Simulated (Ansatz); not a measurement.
Two isomers of C3H5ClSi: A = `[SiH3]C1=C(Cl)C1`, B = `ClC1=CC[SiH2]1`.

Gas-phase electronic energies from Ansatz, PBE0-D4/def2-TZVP geometries. CBS: MP2 limit from def2 TZ/QZ plus the TZ coupled-cluster correction, frozen cores. Functionals use def2-TZVPP.

A:

Z-matrix (Å, degrees):
```
Si
C 1 1.833
H 1 1.486 2 109.2
H 1 1.486 2 109.3 3 118.8
H 1 1.484 2 109.9 3 -120.6
C 2 1.294 1 154.2 3 120.5
C 2 1.548 1 144.7 3 -59.3
Cl 6 1.678 2 147.4 1 0.1
H 7 1.090 2 118.8 1 73.3
H 7 1.090 2 118.7 1 -73.5
```

B:

```xyz
10

Cl    1.4978   -2.5096   -0.1301
C     0.6231   -1.0444   -0.0514
C     0.1892   -0.2932   -1.0743
C    -0.5305    0.9002   -0.4754
Si   -0.0927    0.1288    1.2014
H     0.3193   -0.4875   -2.1379
H    -0.0662    1.8607   -0.7114
H    -1.5913    0.9513   -0.7318
H     0.8638    0.8657    2.0691
H    -1.2125   -0.3720    2.0418
```

Question: Which is lower in electronic energy at CCSD(T)/CBS, and by how much? (Best estimate.)

Answer: The calculation gave: B, by 144.8 kJ/mol.

Question: Give E(B) − E(A) in kJ/mol with CCSD/def2-TZVPP, CCSD(T)/def2-TZVPP, MP2/def2-TZVPP, HF/def2-TZVPP, PBE-D4, ωB97M-V, r2SCAN-D4. (Estimate.)

Answer: The calculation gave: CCSD/def2-TZVPP -141.6, CCSD(T)/def2-TZVPP -141.3, MP2/def2-TZVPP -138.3, HF/def2-TZVPP -138.5, PBE-D4 -134.8, ωB97M-V -144.1, r2SCAN-D4 -136.8. None reverses the order clearly.

Largest T1 diagnostic: 0.012.

From PBE to PBE0 (25 % exact exchange), in def2-TZVPP and without D4, E(B) − E(A) moves by −7.4 kJ/mol. The D4 term adds −3.2 kJ/mol with B3LYP and −1.4 kJ/mol with PBE0; it sums over pairs of atoms, weighted by their polarisabilities, and B3LYP, whose exchange is more repulsive, gets the larger term.

B3LYP here is the variant with VWN-RPA as its local correlation; programs differ in this.
